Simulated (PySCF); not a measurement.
Species: C4H6FN2O (doublet state).
Geometry (GFN2-xTB, Å), atoms numbered from 1 in this order:
```
atom  x, y, z in Å
F1     2.000   -0.842   -1.368
C2     2.124   -0.327   -0.101
O3     1.147   -0.829    0.742
C4    -0.128   -0.356    0.572
C5    -1.019   -0.500   -0.624
C6    -1.990    0.603   -0.310
N7    -1.687    1.270    0.756
N8    -0.554    0.764    1.255
H9     2.076    0.768   -0.212
H10    3.095   -0.655    0.285
H11   -0.502   -0.353   -1.587
H12   -1.501   -1.485   -0.685
H13   -2.848    0.864   -0.894
H14   -0.214    1.077    2.150
```

The hyperfine couplings belong to this conformer and change with its torsions.

The species is `C(O[C]1NN=CC1)F` [radical].

Method used: PySCF 2.14.0, UKS B3LYP, pcH-1 on C F H N O, non-relativistic, mean-field spin-orbit, GIAO. The structure is a single GFN2-xTB conformer in the gas phase; no vibrational or solvent corrections. A GFN2-xTB geometry isn't a minimum of the functional, and hyperfine couplings can be far from their values at a DFT geometry. No stability test was run, so a lower SCF solution isn't excluded.

Problem. Match the computed a_iso(13C) values +163.2, +55.3, -32.6, +22.5 MHz with the sites C2; C4; C5; C6.

Solution. 
```csv
site,a_iso (MHz),ρ(0) (bohr⁻³),position,distance from C4 (Å),spin population,largest |T| (MHz)
C2,+55.3,+0.0492,2 bonds from C4,2.35,+0.03,9.6
C4,+163.2,+0.1451,largest spin population,0.00,+0.73,135.9
C5,-32.6,-0.0290,1 bond from C4,1.50,-0.09,2.4
C6,+22.5,+0.0200,2 bonds from C4,2.27,+0.21,33.2
```

Problem. The isotropic 14N couplings are -3.6, +2.9 MHz. Assign them to N7; N8.

Solution. 
| site | a_iso (MHz) | ρ(0) (bohr⁻³) | position | distance from C4 (Å) | spin population | largest \|T\| (MHz) |
| --- | --- | --- | --- | --- | --- | --- |
| N7 | -3.6 | -0.0110 | 2 bonds from C4 | 2.26 | -0.07 | 6.0 |
| N8 | +2.9 | +0.0089 | 1 bond from C4 | 1.38 | +0.08 | 14.0 |

Problem. Match the computed a_iso(1H) values +163.0, -14.7, -7.0, -0.4 MHz (means over equivalent nuclei) with the sites H9/H10; H11/H12; H13; H14.

Solution. 
```
   site  a_iso (MHz)  ρ(0) (bohr⁻³)                                            position  distance from C4 (Å)  bound to  spin population there  largest |T| (MHz)
 H9/H10         -0.4        -0.0001                                  γ, 3 bonds from C4                  2.92        C2                  +0.03                5.3
H11/H12       +163.0        +0.0365                                  β, 2 bonds from C4                  2.18        C5                  -0.09                6.6
    H13        -14.7        -0.0033  γ, 3 bonds from C4, on C6 of spin population +0.21                  3.32        C6                  +0.21               10.4
    H14         -7.0        -0.0016                                  β, 2 bonds from C4                  2.13        N8                  +0.08               14.2
```

ρ(0) is the spin density at the nucleus and T the dipolar tensor; entries for several nuclei are means. The Mulliken spin populations are largest on C4 (+0.73), C6 (+0.21), C5 (-0.09) and N8 (+0.08). The positive populations add up to 1.19 and the negative ones to -0.19, together 2S = 1. The angles at C4 add up to 355.5°, so it is nearly planar.

The spin density at the nucleus, in bohr⁻³, is negative for C5 (-0.0290), N7 (-0.0110) and H13 (-0.0033), for instance. A restricted open-shell determinant has no negative spin density anywhere; here it arises because α and β orbitals differ (spin polarisation).

Class means assume fast exchange of nuclei equivalent by connectivity; if that motion is slow, each nucleus keeps its own coupling.
